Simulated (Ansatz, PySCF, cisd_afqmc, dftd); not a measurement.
System: AlCl, charge 0, singlet. AlCl (SMILES [Al][Cl]).
B3LYP-D3(BJ)/def2-TZVP minimum from Ansatz (an electronic-structure program):
```xyz
2

Al     0.0000     0.0000    -1.2241
Cl     0.0000     0.0000     0.9361
```

Quantity: enthalpy of formation at 298 K (by atomisation, with ideal-gas terms from PySCF's Hessian at B3LYP-D3(BJ)/def2-TZVP and the atoms' measured values of the G2/97 table; no spin-orbit terms), in kcal/mol. Radicals and triplets start from unrestricted determinants; spin-orbit coupling is neglected. Cores are frozen in correlated methods. Rows without X2C or -DK are non-relativistic. AFQMC/CISD: phaseless, guided by CISD from CCSD amplitudes; bars are statistical, one sigma. Outlying blocks are dropped, and bars are widened where a walk drifts. Over all cases where full CI ran beside it in this data, AFQMC minus full CI had a median of +0.1 mEh and passed +0.4 mEh in a tenth of the cases. CBS(X,Y): correlation extrapolated as X^-3, Hartree-Fock from the larger set (Q,5: extrapolated as (X+1)exp(-9√X)). A bracket is a step between two methods taken in the basis named. The functionals are non-relativistic, so their misses hold any scalar relativity. '+ core + X2C': CCSD(T) terms for core correlation (cc-pwCVTZ, 1s frozen past Ne) and scalar relativity (cc-pVTZ-DK). For partners of very few electrons the exact lower level stands in for a higher one.

| level | program | enthalpy of formation at 298 K (kcal/mol) | difference against the last row |
|---|---|---|---|
| HF/cc-pV(T+d)Z | Ansatz | 15.2 | 30.1 |
| HF/cc-pV(5+d)Z | Ansatz | 15.0 | 29.9 |
| r2SCAN/def2-TZVPD | Ansatz | -12.9 | 2.0 |
| PBE0-D3(BJ)/def2-TZVPD | Ansatz + dftd3 | -12.3 | 2.6 |
| r2SCANh-D4/def2-TZVPD | Ansatz + dftd4 | -12.1 | 2.8 |
| wB97X-V/def2-TZVPD | Ansatz | -13.5 | 1.4 |
| MP2/cc-pV(Q+d)Z | Ansatz | -17.4 | -2.5 |
| MP2/CBS(cc-pV(T+d)Z,cc-pV(Q+d)Z) | Ansatz | -19.5 | -4.6 |
| MP2/CBS(cc-pV(Q+d)Z,cc-pV(5+d)Z) | Ansatz | -19.9 | -5.0 |
| CCSD/cc-pV(5+d)Z | Ansatz | -10.7 | 4.2 |
| CCSD(T)/cc-pV(D+d)Z | Ansatz | -2.2 | 12.7 |
| CCSDT(Q)/cc-pV(D+d)Z | Ansatz | -2.4 | 12.5 |
| CCSDT(Q)/cc-pV(T+d)Z | Ansatz | -9.3 | 5.6 |
| CCSDTQ/cc-pV(D+d)Z | Ansatz | -2.4 | 12.5 |
| AFQMC/CISD/cc-pV(D+d)Z | cisd_afqmc | -2.8 ± 0.2 | 12.1 |
| CCSD(T)/CBS(cc-pV(Q+d)Z,cc-pV(5+d)Z) + [CCSDT(Q) - CCSD(T)]/cc-pV(Q+d)Z + [CCSDTQ - CCSDT(Q)]/cc-pV(D+d)Z + core + X2C | Ansatz | -14.9 | 0.0 |
| CCSD(T)/CBS(cc-pV(Q+d)Z,cc-pV(5+d)Z) + [CCSDT(Q) - CCSD(T)]/cc-pV(5+d)Z + [CCSDTQ - CCSDT(Q)]/cc-pV(D+d)Z + core + X2C | Ansatz | -14.9 | 0.0 |
